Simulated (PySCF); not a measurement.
C₂H₆O₂Si.
Numbering: `[CH3:1][O:2][C:3](=[O:4])[SiH3:5]` (hydrogens: H6, H7, H8 on C1; H9, H10, H11 on Si5)

Computed, not measured: MP2 and CCSD/aug-cc-pVDZ in PySCF, restricted Hartree–Fock reference, frozen core, non-relativistic, gas phase, PBE0-D3(BJ)/def2-SVP geometry.

E(HF) = -517.90943 Eh.

(1) How large is the problem?

(2) What are the MP2 and CCSD correlation energies?

(3) What is the T1 diagnostic?

(4) How does correlation change the dipole moment?

Answers

(1) 173 basis functions and 48 electrons; 9 orbitals frozen, which leaves o = 15 correlated occupied and v = 149 virtual orbitals. That is o·v = 2235 singles and o·v(o·v + 1)/2 = 2498730 distinct closed-shell doubles amplitudes before symmetry; the costliest CCSD step grows as o²v⁴ = 1.1 × 10^11.

(2) MP2 -0.7784 Eh and CCSD -0.8229 Eh, which gives totals of -518.68780 and -518.73232 Eh. That is 0.746 eV for each correlated electron at CCSD (2160 kJ/mol in all, 0.159 % of the total energy); MP2 gives 94.6 % of the CCSD value.

(3) 0.0167, below the customary warning level of 0.02. It is the norm of the spatial-orbital singles amplitudes over the root of the number of correlated electrons, so the norm is 0.091.

(4) HF gives 1.93 D and CCSD (unrelaxed density) 1.70 D, a change of -0.23 D; the two vectors are 9° apart.

Connected triples and the basis-set limit are missing.

The job also held the EOM ionisation roots. Hardware: one thread of an Arm Neoverse V1, shared host with 32 logical CPUs at a one-minute load of 25. Cost: 9.3 min, 3.1 GiB resident at most.

Shape of the structure used: `[CH3:1][O:2][C:3](=[O:4])[SiH3:5]`: C1–O2–C3–O4 0°.

One conformer stands for the species.
